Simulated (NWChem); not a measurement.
SiH₄SO₂; SMILES O[SiH](O)S

```xyz
8

Si     0.0463    -0.4824    -0.3256
O      1.2796    -1.3954     0.2734
O     -1.3782    -1.1078     0.2384
S      0.0692     1.5665     0.3256
H      0.2098    -0.5486    -1.7974
H      1.3357    -1.4710     1.2314
H     -2.1707    -0.5741     0.1293
H      1.0662     1.9241    -0.5130
```
Atoms are numbered in this order, from 1.

All runs: NWChem. Structure relaxed at the PBE0/def2-SVP level. Level: PBE0/def2-SVP with SMD (1 M gas to 1 M solution), gas-phase geometry. Reactions with the solvent are ignored.

```
solvent     dielectric constant  solvation free energy (kcal/mol)  cavity-dispersion-structure term (kcal/mol)  dipole in solution (D)
----------  -------------------  --------------------------------  -------------------------------------------  ----------------------
water                      78.4                              -8.7                                          2.1                    1.10
toluene                    2.37                              -5.3                                         -2.3                    0.83
methanol                   32.6                             -10.3                                          0.3                    1.10
chloroform                 4.71                                 ?                                            ?                       ?
```

Problem. What belongs in the gaps?

Solution. 
- chloroform, solvation free energy (kcal/mol): -7.3
- chloroform, cavity-dispersion-structure term (kcal/mol): -1.3
- chloroform, dipole in solution (D): 0.90
